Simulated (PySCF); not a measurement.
Excitation energy of F by level of theory

F [He] 2s2 2p5 (2P) → F [He] 2s1 2p6 (2S), as a difference of total energies. Calculation: PySCF 2.14, in aug-cc-pVTZ; no relativity, point nucleus. Correlated levels: valence: 1s2 frozen. The calculations carry no spin-orbit coupling.

```
           method  excitation energy (eV)
              UHF                  23.900
              LDA                  18.280
              PBE                  18.938
             PBE0                  20.194
           r2SCAN                  20.658
          wB97X-V                  20.048
          r2SCAN0                  21.349
           M06-2X                  20.736
           revPBE                  19.079
    MP2 (valence)                  21.900
SCS-MP2 (valence)                  21.786
```

How much does correlation contribute at MP2 (valence)?

21.900 − (23.900) = -2.000 eV, measured against UHF.

A first-order spin-orbit estimate (lowest level to lowest level, LS coupling) adds 0.017 eV.

The upper state lies above the first ionisation limit, where it may autoionise and the basis confines it.
